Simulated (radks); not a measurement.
Excited configurations of Cs3+: one electron is placed in a higher orbital outside [Kr] 4d10 5s2 5p3. The ground configuration is [Kr] 4d10 5s2 5p4. All-electron calculation, Dirac Kohn-Sham, PBE, spin-unpolarised, spherical densities, point nucleus; open shells fill j = l - 1/2 first. Program: a radial shooting solver on a logarithmic mesh with Libxc functionals. Excitation = E - E(ground); binding = E(ion) - E, where the ion is the core of charge +4; n* = 4/sqrt(2 binding) in atomic units, and the quantum defect is n - n*.

outer orbital  excitation (eV)  binding (eV)     n*  quantum defect  eigenvalue (eV)  <r> (bohr)
4f5/2                   20.745        23.635  3.035           0.965          -17.246       1.690
5d3/2                   17.659        26.722  2.854           2.146          -22.450       2.563
5f5/2                   31.269        13.111  4.075           0.925          -11.034       4.735
6s1/2                   20.582        23.798  3.024           2.976          -20.903       3.568
6p1/2                   24.422        19.959  3.303           2.697          -17.483       4.029
6d3/2                   30.272        14.109  3.928           2.072          -12.358       5.278
6f5/2                   35.626         8.754  4.987           1.013           -7.610       8.005
7s1/2                   30.853        13.528  4.012           2.988          -12.073       6.221
7p1/2                   32.521        11.860  4.284           2.716          -10.542       6.875
7d3/2                   35.333         9.047  4.905           2.095           -8.001       8.569
7f5/2                   38.194         6.186  5.932           1.068           -5.477       12.01

The Delta-SCF ionisation energy is 44.380 eV (NIST Atomic Spectra Database: 43 eV, theoretical). Self-interaction in the functional shifts the binding energies and quantum defects, so they are the method's values and not measured ones. Spin polarisation and multiplet splitting are left out, so open shells lie too high by an amount that depends on their filling.

Beside tabulated values, note that spin-unpolarised runs miss the spin-polarisation part of the exchange energy of open shells.
